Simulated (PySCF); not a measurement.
## Isomerisation enthalpies of C8H18O

**The experiment to reproduce.**

From CRC Handbook of Chemistry and Physics, for the gas at 298.15 K: enthalpy of formation of `CC(C)(C)OC(C)(C)C` -362 kJ/mol; enthalpy of formation of `CCCCCCCCO` -355.6 kJ/mol; enthalpy of formation of `CCCCOCCCC` (n-Bu2O) -332.8 kJ/mol.

The results are set against them at the end.

Differences of these values give the isomerisation enthalpies. Geometries: GFN2-xTB; runs in PySCF, gas phase, with a dispersion term only where the level names one. Total electronic energies (Eh):

| SMILES | PBE0/pcSseg-1 |
| --- | --- |
| CC(C)(C)OC(C)(C)C | -390.39156 |
| CCCCCCCCO | -390.39702 |
| CCCCOCCCC | -390.39111 |

Geometry of `CC(C)(C)OC(C)(C)C` (Å):
```
atom  x, y, z in Å
C1     1.3288    0.8136   -1.2794
C2     1.2799   -0.0534   -0.0174
C3     1.6710    0.7875    1.2099
C4     2.2979   -1.1955   -0.1658
O5     0.0577   -0.7586    0.1866
C6    -1.2599   -0.2234    0.0864
C7    -1.4774    1.1114    0.8059
C8    -1.7254   -0.1113   -1.3752
C9    -2.1067   -1.3006    0.7829
H10    0.6712    1.6750   -1.2018
H11    1.0512    0.2295   -2.1528
H12    2.3442    1.1782   -1.4168
H13    1.4935    0.2143    2.1167
H14    2.7285    1.0355    1.1576
H15    1.1080    1.7140    1.2644
H16    3.3007   -0.8026   -0.3071
H17    2.0331   -1.8150   -1.0184
H18    2.2773   -1.8157    0.7259
H19   -2.5391    1.3476    0.7961
H20   -1.1491    1.0444    1.8397
H21   -0.9493    1.9241    0.3148
H22   -1.2989    0.7537   -1.8732
H23   -2.8083   -0.0200   -1.4051
H24   -1.4371   -1.0077   -1.9187
H25   -3.1597   -1.0354    0.7633
H26   -1.7852   -1.4108    1.8150
H27   -1.9667   -2.2525    0.2787
```

Geometry of `CCCCCCCCO` (Å):
```
atom  x, y, z in Å
C1     4.5791   -0.4530    0.2641
C2     3.2687    0.2305    0.6352
C3     2.0761   -0.4155   -0.0661
C4     0.7553    0.2587    0.2969
C5    -0.4319   -0.3919   -0.4090
C6    -1.7554    0.2584   -0.0175
C7    -2.9468   -0.3922   -0.7165
C8    -4.2618    0.3023   -0.3587
O9    -4.2969    1.6544   -0.7486
H10    4.7485   -0.3937   -0.8089
H11    4.5550   -1.5031    0.5474
H12    5.4170    0.0202    0.7708
H13    3.3192    1.2871    0.3616
H14    3.1236    0.1754    1.7165
H15    2.2242   -0.3624   -1.1475
H16    2.0281   -1.4725    0.2074
H17    0.8017    1.3163    0.0259
H18    0.6064    0.2021    1.3777
H19   -0.4638   -1.4550   -0.1572
H20   -0.2942   -0.3151   -1.4904
H21   -1.8916    0.1808    1.0631
H22   -1.7310    1.3205   -0.2700
H23   -3.0192   -1.4432   -0.4302
H24   -2.8009   -0.3508   -1.8005
H25   -4.3992    0.3106    0.7250
H26   -5.1027   -0.2464   -0.8100
H27   -4.1272    1.7040   -1.6962
```

Geometry of `CCCCOCCCC` (Å):
```
atom  x, y, z in Å
C1    -3.653    1.822   -0.133
C2    -2.685    0.665   -0.339
C3    -2.293    0.017    0.986
C4    -1.293   -1.117    0.794
O5    -0.085   -0.584    0.307
C6     0.904   -1.558    0.079
C7     2.167   -0.872   -0.430
C8     2.785    0.041    0.626
C9     4.025    0.751    0.096
H10   -3.204    2.588    0.494
H11   -3.921    2.273   -1.086
H12   -4.564    1.475    0.351
H13   -3.145   -0.086   -0.986
H14   -1.779    1.022   -0.831
H15   -1.839    0.768    1.635
H16   -3.180   -0.378    1.485
H17   -1.115   -1.632    1.753
H18   -1.690   -1.860    0.083
H19    1.117   -2.106    1.012
H20    0.545   -2.289   -0.665
H21    2.886   -1.638   -0.729
H22    1.905   -0.282   -1.309
H23    3.051   -0.552    1.504
H24    2.038    0.775    0.929
H25    3.774    1.356   -0.772
H26    4.449    1.401    0.857
H27    4.782    0.027   -0.199
```

Zero-point and thermal terms are left out, so the computed numbers are electronic energies.

## Comparison

Relative to `CC(C)(C)OC(C)(C)C`, the lowest by measurement, in kJ/mol (measured: enthalpies at 298.15 K; computed: electronic energies):

```json
{"SMILES": "CC(C)(C)OC(C)(C)C", "measured": "0.0", "PBE0/pcSseg-1": "0.0"}
{"SMILES": "CCCCCCCCO", "measured": "6.4", "PBE0/pcSseg-1": "-14.3"}
{"SMILES": "CCCCOCCCC", "measured": "29.2", "PBE0/pcSseg-1": "1.2"}
```

Measured values: -362 kJ/mol (298.15 K; CRC Handbook of Chemistry and Physics) for the first row; the others come from the same table. Mean unsigned miss over the other isomers: PBE0/pcSseg-1 24.4 kJ/mol. PBE0/pcSseg-1 puts another isomer lowest. One conformer stands for `CCCCCCCCO` and `CCCCOCCCC`, not necessarily the lowest, while the measurement averages over conformers. Where a level misses, the cause wasn't examined.
